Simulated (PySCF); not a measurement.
## Gas-phase XPS of `C[Si@@](O)(S)C=O`, computed

Species: C2H6O2SSi.
Atom-mapped SMILES: `[CH3:1][Si@@:2]([OH:3])([SH:4])[CH:5]=[O:6]`

Computed, not measured: delta-SCF UKS SCAN, pcX-2 on the ionised atom, pcseg-1 elsewhere, spin-free X2C (PySCF). These are vertical core ionisation energies against the vacuum level, from separate self-consistent calculations with and without the core hole.

**Question.** Give the core binding energies atom by atom.

**Answer.** 
```tsv
atom(s)	bonded to	level	binding energy (eV)	2p1/2 (eV)	above the level's lowest (eV)	count
Si2	O, S and 2 C	Si 2p3/2	107.65	108.28	0.00	1
C1	3 H and Si	C 1s	290.43	–	0.00	1
C5	O (double bond), H and Si	C 1s	292.89	–	+2.46	1
O6	C (double bond)	O 1s	538.15	–	0.00	1
O3	H and Si	O 1s	539.14	–	+0.99	1
Si2	O, S and 2 C	Si 1s	1847.61	–	0.00	1
S4	H and Si	S 1s	2477.06	–	0.00	1
```

The listed C 1s values span 2.46 eV, from C1 (bonded to 3 H and Si) to C5 (bonded to O (double bond), H and Si). Summing the Pauling electronegativity differences to the bonded atoms, each weighted by its formal bond order, gives -1.70 for the lowest site and +0.78 for the highest.

Lowest listed O 1s: O6, bonded to C (double bond). Highest, 0.99 eV above it: O3, bonded to H and Si.

**Question.** Which effective nuclear charge Zeff reproduces each element's mean 1s value in the hydrogen-like formula E = 13.606 eV × Zeff²?

**Answer.** C (Z = 6): mean 291.7 eV, Zeff = 4.63, Z − Zeff = 1.37; O (Z = 8): mean 538.6 eV, Zeff = 6.29, Z − Zeff = 1.71; Si (Z = 14): mean 1847.6 eV, Zeff = 11.65, Z − Zeff = 2.35; S (Z = 16): mean 2477.1 eV, Zeff = 13.49, Z − Zeff = 2.51. Means run over the listed sites, weighted by atom count.

Not every level is listed. Spin contamination (⟨S²⟩ against 0.75 for a pure doublet) is marked for C 1s of C5 (0.97), which makes this value less certain. For 2p shells one spin-free hole was relaxed; a mean-field spin–orbit operator and the ground-state splitting of the three 2p orbitals were then diagonalised within the shell. The shell's mean is (2 × 2p3/2 + 2p1/2)/3, and the degeneracies 2j + 1 give areas of 2:1. 2p1/2 minus 2p3/2 (ligand field included): Si 0.63 eV. The structure is a single GFN2-xTB conformer in the gas phase; no vibrational or solvent corrections.

On Arm Neoverse N1, one thread, no GPU, shared host, this took 2.6 min wall and 0.66 GiB of memory at its peak.

Conformer computed: `[CH3:1][Si@@:2]([OH:3])([SH:4])[CH:5]=[O:6]`: C1–Si2–C5–O6 -38°, H–O3–Si2–C1 76°, H–S4–Si2–C1 62°.
